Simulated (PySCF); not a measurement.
H5PSi, charge +1, doublet (typed; the unrestricted solution is spin-contaminated), at a GFN2-xTB geometry (a state made from the parent by changing its charge; the spin is typed, not shown lowest), with bond 4-1 at 3.0 times its length; PBE0/STO-3G run with PySCF.

The PySCF input:
```python
from pyscf import gto, scf, dft

mol = gto.M(
    atom='''
Si   -1.19553190    0.13092631    0.11594985
P     1.14738417   -0.11087790   -0.17090010
H    -1.66185324   -0.91776619   -0.78486695
H    -1.67619514    4.29141667   -1.15511511
H    -1.30606733   -0.13546430    1.55078051
H     1.79188379   -1.32956783   -0.01463819
H     2.05847381    0.69524216    0.49666658
''',
    basis='sto-3g',
    charge=1,
    spin=1,
    verbose=4,
)

mf = dft.UKS(mol)
mf.xc = 'pbe0'
mf.kernel()
mo_i, mo_e, stable_i, stable_e = mf.stability(internal=True, external=False, return_status=True, nroots=6, tol=1e-6)
print('internally stable:', stable_i, ' externally stable:', stable_e)
if not stable_i:
    umf = mf.copy()
    umf.scf_summary = {}
    umf.kernel(umf.make_rdm1(mo_i, mf.mo_occ))
```

It wrote (shortened):

```
PySCF version 2.14.0

[INPUT] verbose = 4
[INPUT] num. atoms = 7
[INPUT] num. electrons = 33
[INPUT] charge = 1
[INPUT] spin (= nelec alpha-beta = 2S) = 1
[INPUT] symmetry False subgroup None
[INPUT] Mole.unit = angstrom
[INPUT] Symbol           X                Y                Z      unit          X                Y                Z       unit  Magmom
[INPUT]  1 Si    -1.195531900000   0.130926310000   0.115949850000 AA   -2.259227864181   0.247414868400   0.219113460684 Bohr   0.0
[INPUT]  2 P      1.147384170000  -0.110877900000  -0.170900100000 AA    2.168241840961  -0.209528864267  -0.322954383661 Bohr   0.0
[INPUT]  3 H     -1.661853240000  -0.917766190000  -0.784866950000 AA   -3.140447482821  -1.734326745486  -1.483183579723 Bohr   0.0
[INPUT]  4 H     -1.676195140000   4.291416670000  -1.155115110000 AA   -3.167549745927   8.109602192693  -2.182851200247 Bohr   0.0
[INPUT]  5 H     -1.306067330000  -0.135464300000   1.550780510000 AA   -2.468109553942  -0.255990426656   2.930550443213 Bohr   0.0
[INPUT]  6 H      1.791883790000  -1.329567830000  -0.014638190000 AA    3.386169610148  -2.512519062732  -0.027662170059 Bohr   0.0
[INPUT]  7 H      2.058473810000   0.695242160000   0.496666580000 AA    3.889951735490   1.313817272651   0.938563811424 Bohr   0.0

nuclear repulsion = 82.7669643515543
number of shells = 15
number of NR pGTOs = 69
number of NR cGTOs = 23
basis = sto-3g
ecp = {}

******** <class 'pyscf.dft.uks.UKS'> ********
method = UKS
initial guess = minao
damping factor = 0
level_shift factor = 0
DIIS = <class 'pyscf.scf.diis.CDIIS'>
diis_start_cycle = 1
diis_space = 8
diis_damp = 0
SCF conv_tol = 1e-09
SCF conv_tol_grad = None
SCF max_cycles = 50
direct_scf = True
direct_scf_tol = 1e-13
number electrons alpha = 17  beta = 16
XC library pyscf.dft.libxc version 7.1.2
    S. Lehtola, C. Steigemann, M. J. T. Oliveira, and M. A. L. Marques,  SoftwareX 7, 1–5 (2018)
XC functionals = pbe0
    C. Adamo and V. Barone,  J. Chem. Phys. 110, 6158 (1999)
    M. Ernzerhof and G. E. Scuseria,  J. Chem. Phys. 110, 5029 (1999)
radial grids:
    Treutler-Ahlrichs [JCP 102, 346 (1995); DOI:10.1063/1.469408] (M4) radial grids

becke partition: Becke, JCP 88, 2547 (1988); DOI:10.1063/1.454033
pruning grids: <function nwchem_prune>
grids dens level: 3
symmetrized grids: False
atomic radii adjust function: <function treutler_atomic_radii_adjust>
small_rho_cutoff = 0
Set gradient conv threshold to 3.16228e-05
tot grids = 87400
init E= -625.56746005285

cycle= 1 E= -625.770144182778  delta_E= -0.203  |g|= 0.25  |ddm|= 2.09
cycle= 2 E= -625.07704029192  delta_E= 0.693  |g|= 0.73  |ddm|= 2.57
cycle= 3 E= -625.678350279538  delta_E= -0.601  |g|= 0.396  |ddm|= 1.13
cycle= 4 E= -625.845075686424  delta_E= -0.167  |g|= 0.207  |ddm|= 0.703
cycle= 5 E= -625.858981585822  delta_E= -0.0139  |g|= 0.211  |ddm|= 0.557
cycle= 6 E= -625.837514431964  delta_E= 0.0215  |g|= 0.239  |ddm|= 0.226
cycle= 7 E= -625.838775488043  delta_E= -0.00126  |g|= 0.237  |ddm|= 0.0104
cycle= 8 E= -625.855103907005  delta_E= -0.0163  |g|= 0.205  |ddm|= 0.0883
cycle= 9 E= -625.914030503875  delta_E= -0.0589  |g|= 0.0571  |ddm|= 0.585
cycle= 10 E= -625.919213258906  delta_E= -0.00518  |g|= 0.0355  |ddm|= 0.144
cycle= 11 E= -625.920457538802  delta_E= -0.00124  |g|= 0.0348  |ddm|= 0.0338
cycle= 12 E= -625.935118455935  delta_E= -0.0147  |g|= 0.0103  |ddm|= 0.619
cycle= 13 E= -625.935864461035  delta_E= -0.000746  |g|= 0.00458  |ddm|= 0.111
cycle= 14 E= -625.93606656244  delta_E= -0.000202  |g|= 0.00272  |ddm|= 0.0856
cycle= 15 E= -625.936078845727  delta_E= -1.23e-05  |g|= 0.000586  |ddm|= 0.0221
cycle= 16 E= -625.936080296748  delta_E= -1.45e-06  |g|= 0.00027  |ddm|= 0.00743
cycle= 17 E= -625.936080395875  delta_E= -9.91e-08  |g|= 8.53e-05  |ddm|= 0.000755
cycle= 18 E= -625.936080407753  delta_E= -1.19e-08  |g|= 1.99e-05  |ddm|= 0.000366
cycle= 19 E= -625.936080408406  delta_E= -6.52e-10  |g|= 2.43e-06  |ddm|= 7.64e-05
Extra cycle  E= -625.936080408419  delta_E= -1.34e-11  |g|= 9.5e-07  |ddm|= 1.02e-05
converged SCF energy = -625.936080408419  <S^2> = 1.7475872  2S+1 = 2.8267205
uhf_internal: lowest eigs of H = [0.11745701 0.12552386 0.33995497 0.36095043 0.42294674 0.4409322 ]
<class 'pyscf.dft.uks.UKS'> wavefunction is stable in the internal stability analysis
internally stable: True  externally stable: None
```
